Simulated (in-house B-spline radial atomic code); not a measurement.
**Ionising Cr³⁺ with different functionals**

Computed with a radial B-spline atomic code at the basis-set limit: non-relativistic Hamiltonian, point nucleus, spin-polarised at highest spin, spherical fractional occupations for the functionals, and exact exchange of hybrids averaged over the configuration. The ionisation energy is the difference of two self-consistent energies, [Ar] 3d3 → [Ar] 3d2, without Breit or QED terms; ε is the level of the shell that loses the electron (its least bound occupied spin orbital).

```
   method                    rung  ΔSCF (eV)  -ε(3d) (eV)
     PBE0           global hybrid      49.72        43.22
    B3LYP           global hybrid          ?            ?
    TPSSh           global hybrid      49.64        41.54
   M06-2X           global hybrid      49.31        45.91
BHandHLYP           global hybrid      49.53        45.69
  r2SCAN0           global hybrid      49.76        43.32
    B97-1           global hybrid      49.57        42.62
    HSE06  range-separated hybrid      49.68        42.76
    wB97X  range-separated hybrid      49.35        45.42
CAM-B3LYP  range-separated hybrid          ?            ?
  LC-wPBE  range-separated hybrid      49.81        45.96
```

Task: What does B3LYP give?

Result: ΔSCF 49.82 eV, and -ε(3d) = 42.75 eV.

Task: What does CAM-B3LYP give?

Result: ΔSCF 49.80 eV, and -ε(3d) = 44.74 eV.

Task: Among the functionals, which spreads more, the ΔSCF values or the orbital energies?

Result: The orbital energies: ΔSCF values span about 0.51 eV and the orbital energies 4.42 eV; here energy differences depend much less on the functional than eigenvalues do.

Task: How do they compare with the NIST value?

Result: NIST lists 49.16 eV ± 0.05 (semi-empirical, ground level to ground level). Errors run from +0.15 to +0.66 eV; M06-2X is closest (+0.15 eV), though others lie within the uncertainty of it, and part of that can be cancellation, since the calculations leave out relativity, Breit-QED terms, multiplet and fine-structure energies.
